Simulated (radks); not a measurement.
Values are calculated unless marked as measured or tabulated.
All-electron atom: Hf3+ in [Xe] 4f14 5d1.

Code: a radial shooting solver on a logarithmic mesh with Libxc functionals. Model: scalar-relativistic Kohn-Sham, Wu-Cohen GGA, spin-polarised, spherical densities, finite nucleus; open shells are filled with parallel spins first (spin-orbit coupling, left out, can overturn this in heavy ions); Fermi nuclear charge, rms radius 5.347 fm.

Energy parts (hartree):
part                       energy
total                 -15073.4531
kinetic                16509.8521
electron-nucleus      -37113.3802
Hartree                 5835.8318
exchange-correlation    -305.7569

Orbitals (lengths in bohr, moments of r in powers of bohr; r(90%) holds 90 % of the orbital's charge):
orbital  occ.  eigenvalue (hartree)  r(90%)      <r>       <r^4>      <r^2>
1s down     1             -2399.251  0.0345  0.01899   6.626e-07  0.0004953
1s up       1             -2399.251  0.0345  0.01899   6.626e-07  0.0004953
2s up       1             -411.1731   0.125  0.08039   0.0001007   0.007644
2s down     1             -411.1716   0.125  0.08039   0.0001007   0.007644
2p up       3             -361.2886   0.117  0.07172  0.00007815   0.006284
2p down     3             -361.2875   0.117  0.07172  0.00007815   0.006284
3s up       1             -94.45555   0.306   0.2087    0.003734    0.04979
3s down     1             -94.45542   0.306   0.2087    0.003734    0.04979
3p up       3             -79.54510   0.312   0.2085    0.003988    0.05041
3p down     3             -79.54491   0.312   0.2085    0.003988    0.05041
3d up       5             -61.85921   0.294   0.1890    0.003094    0.04187
3d down     5             -61.85847   0.294   0.1890    0.003094    0.04187
4s up       1             -19.82459   0.673   0.4683     0.08919     0.2477
4s down     1             -19.82370   0.673   0.4683     0.08918     0.2477
4p up       3             -14.93087   0.724   0.4977      0.1189     0.2819
4p down     3             -14.93002   0.724   0.4977      0.1188     0.2819
4d up       5              -8.59857   0.804   0.5353      0.1800     0.3325
4d down     5              -8.59741   0.804   0.5352      0.1798     0.3324
5s up       1              -3.47296    1.63    1.132       3.062      1.440
5s down     1              -3.45640    1.62    1.129       3.022      1.431
5p up       3              -2.31034    1.94    1.325       6.037      1.987
5p down     3              -2.28674    1.93    1.319       5.934      1.970
4f up       7              -1.62566    1.14   0.6747      0.8983     0.5867
4f down     7              -1.62142    1.14   0.6718      0.8690     0.5801
5d up       1              -1.01202    2.93    1.927       31.02      4.297
5d down     0              -0.97742    2.93    1.922       30.82      4.278
6s up       0              -0.96010    3.95    2.767       104.4      8.543
6s down     0              -0.92589    3.94    2.767       103.9      8.535
6p up       0              -0.71196    4.78    3.352       223.9      12.54

The highest occupied level is 5d up at -27.539 eV. The electron density at the nucleus is 1.281e+06 e/bohr^3 (large components only). The spin density at the nucleus is -4.857 e/bohr^3 (1s -0.014, 2s -0.246, 3s 0.087, 4s 0.202, 5s -4.887). The density falls to 0.001 e/bohr^3 at r = 3.27 bohr. Spin moment in Bohr magnetons: 1. Summed over all electrons, <r^2> = 33.59 bohr^2, which gives a Langevin (diamagnetic) susceptibility term of -26.6 x 10^-6 cm^3/mol. For comparison, the ionisation energy in NIST's Atomic Spectra Database is 33.37 eV (semi-empirical). In exact Kohn-Sham theory the highest level is minus the ionisation energy, but local and semilocal functionals leave it too shallow, through self-interaction and a potential that decays too fast; potentials with the right tail come closer.

Run on one thread of a shared host, so times are rough (Arm Neoverse N1): 0.4 s of CPU time, 0.4 s wall, 17 iterations on 2259 mesh points.
